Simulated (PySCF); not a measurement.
C₄H₄O₂, SMILES c1(O)ccco1. Atoms are numbered in the order given.

```xyz
10

O      0.1354     1.9911     0.0000
C     -0.0606     0.6729     0.0000
C     -1.1655    -0.1324     0.0000
C     -0.6454    -1.4705     0.0000
C      0.7082    -1.3587     0.0000
O      1.0646    -0.0423     0.0000
H     -0.7220     2.4285     0.0000
H     -2.2066     0.1813     0.0000
H     -1.2177    -2.3958     0.0000
H      1.5262    -2.0722     0.0000
```
Charge 0, spin multiplicity 1.

Geometry optimised at PBE0-D3(BJ)/def2-SVP. Other conformers were not sampled.

Method: TDA-PBE/def2-SVPD run with PySCF.

Vertical excitations. Gas-phase values at a fixed geometry. State labels are in the subgroup Cs.

Computed UV-visible absorptions:
```
state  symmetry  energy (eV)  λ (nm)      f                                              main pairs
-----  --------  -----------  ------  -----  ------------------------------------------------------
S1           A"         4.50     276  0.000                                         HOMO→LUMO 100 %
S2           A"         5.65     220  0.004                                       HOMO→LUMO+2 100 %
S3           A'         6.02     206  0.161  HOMO→LUMO+1 63 %, HOMO→LUMO+3 18 %, HOMO−1→LUMO+1 12 %
S4           A"         6.16     201  0.008                                       HOMO→LUMO+4 100 %
S5           A"         6.33     196  0.003                                       HOMO−1→LUMO 100 %
S6           A'         6.50     191  0.123  HOMO→LUMO+3 51 %, HOMO→LUMO+1 27 %, HOMO−1→LUMO+1 14 %
S7           A"         6.62     187  0.003                                        HOMO→LUMO+5 95 %
S8           A"         6.70     185  0.002                                        HOMO→LUMO+6 95 %
S9           A'         7.28     170  0.032                                        HOMO→LUMO+7 85 %
S10          A"         7.29     170  0.000                                       HOMO→LUMO+8 100 %
T1           A'         4.01     309      0                                        HOMO→LUMO+1 98 %
T2           A"         4.39     282      0                                         HOMO→LUMO 100 %
T3           A'         5.16     240      0                                        HOMO→LUMO+3 94 %
T4           A"         5.58     222      0                                       HOMO→LUMO+2 100 %
```
Triplets are in the Tamm–Dancoff approximation.
